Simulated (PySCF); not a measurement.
An unknown is described by computed data only.

Formula: C4H10FNSi.

* NMR, other nuclei: isotropic shieldings of nuclei other than C and H, by class: 194 (1 N), 378 (1 F), 371 (1 Si) ppm [GIAO PBE0/pcSseg-1]
* Triplet: lowest triplet excitation (Tamm–Dancoff): 6.12 eV [TDA wB97X-D/def2-SVPD]
* 1H NMR: chemical shifts (computed TMS as zero) by class: 5.11 (2 H), 3.63 (1 H), 2.62 (2 H), 1.69 (1 H), 1.65 (1 H), 1.64 (2 H), 0.45 (1 H) ppm [GIAO PBE0/pcSseg-1]
* 13C NMR: chemical shifts (computed TMS as zero) by class: 46.0 (1 C), 36.4 (2 C), 13.0 (1 C) ppm [GIAO PBE0/pcSseg-1]
* Rotational structure: rotational constants A, B, C: 5.471, 1.038, 1.015 GHz [GFN2-xTB]
* Polarisability: 77.4 au [wB97X-D/def2-SVPD]

Gas-phase values; electronic properties from PySCF, density fitting. Levels stand in brackets. Isolated species at its GFN2-xTB geometry (one conformer only). NMR classes are plain means over equivalent atoms (diastereotopic ones count apart unless rotation or inversion swaps them), as if these changed places fast.

**Question.** What is the compound? Reason from the data.

**Answer.** Numbering: `[F:1][SiH2:2][NH:3][CH:4]1[CH2:5][CH2:6][CH2:7]1`. Its formula, C4H10FNSi, gives 1 degree of unsaturation: 1 ring and 0 π bonds in the structure found. 4 carbons fall into 3 classes; from least to most shielded: ring sp3 carbon bound to nitrogen [C4] (46.0 ppm), four-membered-ring carbon [C5/C7] (36.4 ppm, 2 C), four-membered-ring carbon [C6] (13.0 ppm). Hydrogen classes from least to most shielded: 2 H on a fluorine-bound silicon, Si2 (5.11 ppm), 1 H on an sp3 carbon bound to nitrogen, C4 (3.63 ppm), 2 H on 2 four-membered-ring carbons, C5/C7 (2.62 ppm), 1 H on a four-membered-ring carbon, C6 (1.69 ppm), 1 H on a four-membered-ring carbon, C6 (1.65 ppm), 2 H on 2 four-membered-ring carbons, C5/C7 (1.64 ppm), 1 H on a silicon-bound nitrogen, N3 (0.45 ppm). The other shieldings belong to: 194 ppm, silicon-bound nitrogen [N3]; 378 ppm, silicon-bound fluorine [F1]; 371 ppm, fluorine-bound silicon [Si2]. The optimised geometry has point group C1 and is an asymmetric top. Structure: `F[SiH2]NC1CCC1`. Computed isomers that give other values at the same levels: `C[C@@]1(F)CCN[SiH2]1` (13C chemical shifts (computed TMS as zero) by class: 99.9 (1 C), 49.4 (1 C), 45.3 (1 C), 26.4 (1 C) ppm); `C=N[SiH2][C@@H](F)CC` (13C chemical shifts (computed TMS as zero) by class: 175.4 (1 C), 94.7 (1 C), 29.9 (1 C), 10.9 (1 C) ppm); `C[C@@H]1C[Si@@H](CF)N1` (13C chemical shifts (computed TMS as zero) by class: 84.8 (1 C), 55.8 (1 C), 30.9 (1 C), 20.8 (1 C) ppm). The assignments are read from this structure; whether some other isomer fits the data as well wasn't checked.

Shape of the structure used: `[F:1][SiH2:2][NH:3][CH:4]1[CH2:5][CH2:6][CH2:7]1`: F1–Si2–N3–C4 47°, Si2–N3–C4–C5 -158°.
